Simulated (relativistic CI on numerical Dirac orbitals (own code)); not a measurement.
**Co4+ in a cubic cluster: 3s photoemission with charge transfer**

Computed with a charge-transfer multiplet model of a cubic metal-ligand cluster with up to 2 ligand holes, Slater and spin-orbit integrals from Dirac-Coulomb-Breit ions, Slater integrals scaled by 0.8. The ground state mixes d5 with configurations of k ligand holes L, whose averages lie at kΔ + k(k − 1)U_dd/2; a core hole lowers each added d electron by U_cd. 300 K, Lorentzian 1.4 eV and Gaussian 0.8 eV FWHM.

Atomic integrals in eV (Slater integrals scaled, ζ unscaled), ground: F2dd 10.866, F4dd 6.824, zeta_d 0.080; with the core hole: F2dd 11.602, F4dd 7.319, zeta_d 0.090, G2cd 11.207.

Cluster parameters (eV): Δ = -0.8, U_dd = 7.2, U_cd = 8.4, 10Dq = 0.55, 10Dq(ligand) = 1.6, final-state hopping factor = 0.8.

```csv
Case,n_d,d5,d6L,d7L2,S
"V(eg) = 1.4 eV, V(t2g) = -0.59 eV",5.43,0.59,0.39,0.02,2.50
"V(eg) = 1.7 eV, V(t2g) = -0.72 eV",5.48,0.55,0.42,0.03,2.50
"V(eg) = 2.3 eV, V(t2g) = -0.97 eV",5.56,0.49,0.46,0.05,2.49
```

Weights, n_d and S are thermal averages at 300 K. Binding energies count from the first peak over 30 % of the highest in each spectrum, which can be another peak from case to case. The parameters are a model scan and need not match a compound or its usual spin state. Peaks in eV (height, largest 100):
- V(eg) = 1.4 eV, V(t2g) = -0.59 eV: 0.0 (100), 3.4 (41), 5.8 (24), 8.2 (69), 9.8 (47), 13.6 (40), 21.4 (57)
- V(eg) = 1.7 eV, V(t2g) = -0.72 eV: 0.0 (100), 4.1 (35), 6.4 (23), 9.4 (58), 14.3 (31), 22.1 (40)
- V(eg) = 2.3 eV, V(t2g) = -0.97 eV: 0.0 (100), 5.5 (28), 8.1 (21), 10.6 (58), 15.9 (22), 23.7 (21)

For the case V(eg) = 1.4 eV, V(t2g) = -0.59 eV, Δ = -0.8 eV is smaller than U_dd = 7.2 eV, the charge-transfer side of the Zaanen-Sawatzky-Allen scheme (negative Δ: between configuration averages a ligand hole costs less than the nominal valence; multiplet and field energies can change this for the lowest states). With the core hole the average of the configuration with one ligand hole lies at Δ − U_cd = -9.2 eV before mixing: it lies below the unscreened one, so the lowest final states are mostly screened and the unscreened weight appears at higher binding energy as a satellite.

With at most 2 ligand holes the space is cut while the next configuration still counts, so covalency is underestimated, and a final configuration with one more ligand hole, which can lie low, is missing from the spectra.

Without intra-shell correlation the exchange splitting of the 3s hole comes out too large.
